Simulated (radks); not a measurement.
Q: All-electron atom: neutral rhenium in [Xe] 4f14 5d5 6s2. Calculated with a radial shooting solver on a logarithmic mesh with Libxc functionals: Dirac Kohn-Sham, PBE, spin-unpolarised, spherical densities, point nucleus; open shells are shared between the two j in proportion to 2j + 1; speed of light set to 13703.6 atomic units (100 times the physical value, a model run). Some entries of the table are withheld. Estimate them.

orbital  occ.  eigenvalue (eV)  <r> (bohr)
1s1/2       2        -65564.95     0.02020
2s1/2       2        -10811.69     0.08527
2p1/2       2        -10369.87         (1)
2p3/2       4        -10369.75         (2)
3s1/2       2        -2481.817      0.2163
3p1/2       2        -2276.341      0.2064
3p3/2       4        -2276.315      0.2064
3d3/2       4        -1893.245      0.1809
3d5/2       6        -1893.238      0.1809
4s1/2       2        -503.2806      0.4811
4p1/2       2        -416.8504      0.4876
4p3/2       4        -416.8446      0.4876
4d3/2       4        -259.0753      0.5023
4d5/2       6        -259.0740      0.5023
5s1/2       2         -69.6867       1.137
4f5/2       6         -52.0594      0.5636
4f7/2       8         -52.0591      0.5636
5p1/2       2         -44.2032         (3)
5p3/2       4         -44.2023         (4)
5d3/2       2          -6.8416       1.853
5d5/2       3          -6.8416       1.853
6s1/2       2          -4.8807       3.431

A: 
(1) 2p1/2 <r> (bohr): 0.07211
(2) 2p3/2 <r> (bohr): 0.07211
(3) 5p1/2 <r> (bohr): 1.254
(4) 5p3/2 <r> (bohr): 1.254
